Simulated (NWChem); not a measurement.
**Total energies of diselenium (Se₂)**

```xyz
2

Se     0.0000     0.0000     1.0997
Se     0.0000     0.0000    -1.0997
```
Charge 0, spin multiplicity 3.

Program: NWChem. Structure: optimised with UPBE/def2-SVP, a minimum by its harmonic frequencies.

Basis set: def2-QZVP (150 functions).

| method | total energy (Ha) | relative cost |
|---|---|---|
| UHF | -4799.79981 | 1 |
| UMP2 | -4800.44681 | 3 |
| UB2PLYP | -4802.49961 | 5 |
| UPBE | -4802.50774 | under 3 |
| UB3LYP | -4803.28933 | under 3 |
| UBLYP | -4803.30886 | under 3 |

Total energies of different functionals aren't comparable as a measure of quality: only differences taken within one method are. The cost column gives rough processor time relative to UHF; each entry includes its own SCF.

The Hamiltonian is non-relativistic. The correlated methods keep 18 core orbitals frozen. B3LYP has NWChem's definition, with VWN1-RPA local correlation. The unpaired electrons of the parent sit in orbitals of symmetry b2g and b3g (D2h labels of the run); other states weren't searched. No SCF solution was tested for a lower state. Open-shell Hartree-Fock references start from PBE0 orbitals; any time given for them includes that run.
